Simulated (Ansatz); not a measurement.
Isolated molecules relaxed with PBE0-D4/def2-TZVP in Ansatz; ΔE leaves out vibrations. CBS: MP2 limit from def2 TZ/QZ plus the TZ coupled-cluster correction, frozen cores. This one scheme is used for every species. Functionals use def2-TZVPP. B3LYP here is the variant with VWN-RPA as its local correlation; programs differ in this. HSE06 is defined as in plane-wave codes. For Se outer-core shells are correlated without core-valence functions, which leaves a few kJ/mol of doubt a bond. Scalar relativity is left out up to krypton. Each species was taken in one conformer, which may not be the lowest.

Reaction (formal exchange of groups at a B–Se bond): `C=NB[SeH]` + CH₄ → `C=NBC` + H₂Se

`C=NB[SeH]`:

Cartesian coordinates in Å:
```
C 1.399 -0.578 0.981
N 0.410 -0.330 0.276
B -0.667 -0.052 -0.498
Se -1.232 1.811 -0.736
H 1.305 -0.767 2.055
H 2.409 -0.619 0.558
H -1.266 -0.934 -1.030
H -2.359 1.468 -1.607
```

CH₄:

Z-matrix (Å, degrees):
```
C
H 1 1.090
H 1 1.090 2 109.5
H 1 1.090 2 109.5 3 -120.0
H 1 1.090 2 109.5 3 120.0
```

`C=NBC`:

Cartesian coordinates in Å:
```
C 1.942 -0.738 0.257
N 0.878 -0.287 -0.193
B -0.288 0.208 -0.687
C -1.525 0.513 0.235
H 2.122 -1.815 0.332
H 2.747 -0.078 0.597
H -0.319 0.400 -1.873
H -1.806 1.568 0.146
H -1.355 0.289 1.290
H -2.395 -0.059 -0.105
```

H₂Se:

Z-matrix (Å, degrees):
```
Se
H 1 1.467
H 1 1.467 2 91.2
```

```
             level  ΔE (kJ/mol)  difference from CCSD(T)/CBS
       LDA (SPW92)         58.4                         -6.4
            PBE-D4         64.5                         -0.3
         revPBE-D4         65.9                          1.1
           BLYP-D4         63.9                         -0.9
         r2SCAN-D4         65.5                          0.7
            B97M-V         60.9                         -3.9
           PBE0-D4         64.4                         -0.4
          B3LYP-D4         63.5                         -1.3
        r2SCANh-D4         65.4                          0.6
        r2SCAN0-D4         65.2                          0.4
          BHLYP-D4         63.7                         -1.1
      CAM-B3LYP-D4         59.2                         -5.6
           ωB97M-V         59.7                         -5.1
            B2PLYP         64.0                         -0.8
          PBE-QIDH         66.2                          1.4
               PBE         62.9                         -1.9
            revPBE         63.9                         -0.9
              BLYP         60.6                         -4.2
              PBE0         63.0                         -1.8
             B3LYP         60.7                         -4.1
           r2SCANh         65.1                          0.3
           r2SCAN0         64.9                          0.1
             HSE06         63.2                         -1.6
             BHLYP         60.4                         -4.4
         CAM-B3LYP         57.6                         -7.2
           LC-ωPBE         59.6                         -5.2
RPA@PBE/def2-TZVPP         62.2                         -2.6
       HF/def2-SVP         59.1                         -5.7
     CCSD/def2-SVP         58.0                         -6.8
  CCSD(T)/def2-SVP         59.5                         -5.3
     HF/def2-TZVPP         60.3                         -4.5
    MP2/def2-TZVPP         70.4                          5.6
SCS-MP2/def2-TZVPP         67.1                          2.3
   CCSD/def2-TZVPP         61.8                         -3.0
CCSD(T)/def2-TZVPP         63.7                         -1.1
     HF/def2-QZVPP         59.6                         -5.2
    MP2/def2-QZVPP         70.8                          6.0
      HF/CBS(def2)         59.5                         -5.3
     MP2/CBS(def2)         71.6                          6.8
    CCSD/CBS(def2)         62.9                         -1.9
       CCSD(T)/CBS         64.8                            0
```

Largest T1 diagnostic among the species: 0.014.

Leaving LDA and LC-ωPBE aside and taking each functional with its dispersion term where it has one, the values spread over 6.9 kJ/mol, from CAM-B3LYP-D4 to PBE-QIDH. LDA lies −4.5 kJ/mol from PBE without D4. In def2-TZVPP, CCSD(T) changes the Hartree–Fock value by +3.3 kJ/mol (the triples alone add +1.9 kJ/mol) and MP2 by +10.1 kJ/mol.
